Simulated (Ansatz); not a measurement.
Species: C$_{2}$H$_{6}$BCl, charge 0, multiplicity 1. 
Structure (B3LYP-D3(BJ)/def2-TZVP (Ansatz, a first-principles code) minimum search):
```xyz
10

B     -0.0333    -0.3893    -0.0703
Cl     0.1161     1.3567     0.2450
C      1.2757    -1.2248    -0.2117
C     -1.4656    -0.9942    -0.1890
H      1.1362    -2.2693     0.0758
H      1.5429    -1.2339    -1.2773
H      2.1290    -0.8071     0.3222
H     -1.7622    -1.3287     0.8146
H     -2.2223    -0.2828    -0.5190
H     -1.4915    -1.8817    -0.8253
```

Computed values are from Ansatz. Cores are frozen in the correlated levels unless marked. Open shells are spin-unrestricted. No spin-orbit coupling. No relativistic terms. CBS marks a two-point X^-3 extrapolation of the correlation energy; Hartree-Fock from the larger set. [CCSD(T)-MP2]/basis is that difference in the basis named.

```json
{
 "atomisation energy De": "912.5 kcal/mol at RI-MP2/CBS(aug-cc-pV(T+d)Z,aug-cc-pV(Q+d)Z)+[CCSD(T)-MP2]/aug-cc-pV(T+d)Z",
 "total_energy": "-564.3483 Eh at RI-MP2/CBS(aug-cc-pV(T+d)Z,aug-cc-pV(Q+d)Z)+[CCSD(T)-MP2]/aug-cc-pV(T+d)Z",
 "dipole_moment": "1.59 D at CCSD(T)/aug-cc-pV(D+d)Z",
 "T1 diagnostic": "0.010 at CCSD/aug-cc-pV(T+d)Z"
}
```
